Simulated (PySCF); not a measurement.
**Peak assignment**

Bonds: C1-C2, C2-C3, C3-C4, C4-C5, C5-C6, C6-C7, C7-C8, C8-N9, C7-C2. C1 carries H10, H11, H12; C3 carries H13; C4 carries H14; C5 carries H15; C6 carries H16; C8 carries H17; N9 carries H18.

- shielding tensors at PBE0/pcSseg-1 (GIAO)
- geometry from GFN2-xTB
- code: PySCF
- no solvent, non-relativistic, one computed conformer, one averaged value for each set of equivalent atoms

Scale: TMS for $^{13}$C (186.93 ppm), $^{1}$H (31.72 ppm) (reference shieldings calculated alike).

Task: Assign these signals to the numbered atoms. $^{13}$C{$^{1}$H} NMR (computed): δ 168.6 (CH), 143.6 (C), 139.1 (C), 137.7 (CH), 135.4 (CH), 133.0 (CH), 131.9 (CH), 21.9 (CH3).

Result: 
168.6 → C8, carbon bonded to C, N, H
143.6 → C2, carbon bonded to 3 C
139.1 → C7, carbon bonded to 3 C
137.7 → C4, carbon bonded to 2 C, H
135.4 → C3, carbon bonded to 2 C, H
133.0 → C6, carbon bonded to 2 C, H
131.9 → C5, carbon bonded to 2 C, H
21.9 → C1, carbon bonded to C, 3 H

C7 and C4; C6 and C5 lie closer than the usual error of such a calculation, so a measured spectrum could show them in the other order.

Task: Assign these signals to the numbered atoms. $^{1}$H NMR (400 MHz, computed): δ 11.26 (br s, 1H), 9.28 (s, 1H), 9.08 (d, 1H), 7.62 (m, 1H), 7.60 (m, 1H), 7.42 (d, 1H), 2.63 (s, 3H).

Result: 
| δ (ppm) | atoms | environment | reason |
| --- | --- | --- | --- |
| 11.26 | H18 | hydrogen on a nitrogen bonded to C | – |
| 9.28 | H17 | hydrogen on a carbon bonded to C, N | – |
| 9.08 | H16 | hydrogen on a carbon bonded to 2 C | – |
| 7.62 | H14 | hydrogen on a carbon bonded to 2 C | – |
| 7.60 | H15 | hydrogen on a carbon bonded to 2 C | – |
| 7.42 | H13 | hydrogen on a carbon bonded to 2 C | – |
| 2.63 | H10/H11/H12 | hydrogen on a carbon bonded to C | – |

H14 and H15 lie closer than the usual error of such a calculation, so a measured spectrum could show them in the other order.

OH and NH positions are those of a molecule without intermolecular hydrogen bonds; in solution they move with solvent, concentration and temperature, and exchange usually removes their couplings. Shifts are as computed. Against solution values, carbons near 30 ppm lie about +3 ppm off and those near 130 ppm about +5 ppm. Of 1211 compounds with measured shifts, 218 miss one by over three times the rms of a fit or turn the order of signals round; such compounds aren't used in these exercises. No couplings were computed; multiplicities are counted from neighbouring protons, with m where these are inequivalent, close in shift, in a saturated or five-membered ring or joined by F or P, and br s for small geminal =CH2 splittings.
